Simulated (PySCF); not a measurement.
AlH, SMILES [AlH] (connectivity only; charge and spin as stated), neutral, multiplicity 1.

Coordinates come from a B3LYP-D3(BJ)/def2-TZVPD optimisation.

Computed with PBE/def2-TZVPD run with PySCF.

Gas-phase values at a fixed geometry.

| Property | Result |
|---|---|
| total energy | -242.83784 hartree |
| point group | C∞v |
| highest occupied level | -4.90 eV |
| lowest empty level | -2.54 eV |
| orbital gap | 2.36 eV |
| dipole moment | 0.15 D |
| quadrupole, principal values (traceless, Buckingham form, about the centre of nuclear charge) | -7.23, 3.62, 3.62 D·Å |
| mean static polarisability | 47.8 bohr³ (7.09 Å³) |
| polarisability, principal values | 45.5, 45.5, 52.5 bohr³ |
